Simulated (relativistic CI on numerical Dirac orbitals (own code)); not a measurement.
## V17+: q coefficients and field-shift factors

Calculated at this level of theory: Dirac-Coulomb-Breit CI, KLI orbitals optimised for each configuration, derivatives by finite differences, unscaled Slater integrals, QED left out (own radial code, finite nucleus).

CI space (outside the closed core 1s2): 2s2 2p2, 2s 2p3, 2p4, 2p3 3s, 2p3 3p, 2p3 3d, 2s2 2p 3s, 2s2 2p 3p. Levels of other configurations are missing.

With x = (α/α₀)² − 1 an excitation energy changes as ω = ω₀ + qx; K = 2q/ω₀ is the relative enhancement. Terms are leading LS components, so labels can repeat. The field-shift factor is F = δν/δ⟨r²⟩ for the transition from the lowest level.

Lowest level 2s2 2p2 3P_0.

| Level | ω₀ (cm⁻¹) | q (cm⁻¹) | K | F (GHz/fm²) |
| --- | --- | --- | --- | --- |
| 2s2 2p2 3P_1 | 37874 | 49770 | 2.63 | 0.0324 |
| 2s2 2p2 3P_2 | 68425 | 69150 | 2.02 | -0.0496 |
| 2s2 2p2 1D_2 | 163128 | 94590 | 1.16 | -0.113 |
| 2s2 2p2 1S_0 | 265331 | 103200 | 0.778 | -2.42 |
| 2s 2p3 5S°_2 | 356812 | 118000 | 0.661 | -51.2 |
| 2s 2p3 3D°_2 | 626254 | 107700 | 0.344 | -52.1 |
| 2s 2p3 3D°_1 | 627712 | 107400 | 0.342 | -52.1 |
| 2s 2p3 3D°_3 | 637225 | 128200 | 0.402 | -52.2 |
| 2s 2p3 3P°_0 | 734572 | 132000 | 0.359 | -52.1 |
| 2s 2p3 3P°_1 | 738168 | 139100 | 0.377 | -52.2 |
| 2s 2p3 3P°_2 | 746100 | 152700 | 0.409 | -52.2 |
| 2s 2p3 3S°_1 | 906041 | 119100 | 0.263 | -55 |
| 2s 2p3 1D°_2 | 920084 | 143200 | 0.311 | -54.1 |
| 2s 2p3 1P°_1 | 1025955 | 163500 | 0.319 | -54.2 |
| 2p4 3P_2 | 1375068 | 155500 | 0.226 | -105 |
| 2p4 3P_1 | 1426404 | 213100 | 0.299 | -105 |
| 2p4 3P_0 | 1432517 | 203200 | 0.284 | -105 |
| 2p4 1D_2 | 1503452 | 203100 | 0.27 | -105 |
| 2p4 1S_0 | 1694002 | 221500 | 0.262 | -103 |
| 2s2 2p 3s 3P°_0 | 5731895 | 23910 | 0.00834 | 19.4 |
| 2s2 2p 3s 3P°_1 | 5738604 | 25470 | 0.00888 | 19.4 |
| 2s2 2p 3s 3P°_2 | 5799724 | 92950 | 0.0321 | 19.1 |
| 2s2 2p 3s 1P°_1 | 5819565 | 91420 | 0.0314 | 19 |

At this charge energies of transitions that change n are usually good to better than 1 %, and those within a shell (Δn = 0) to a few per cent.
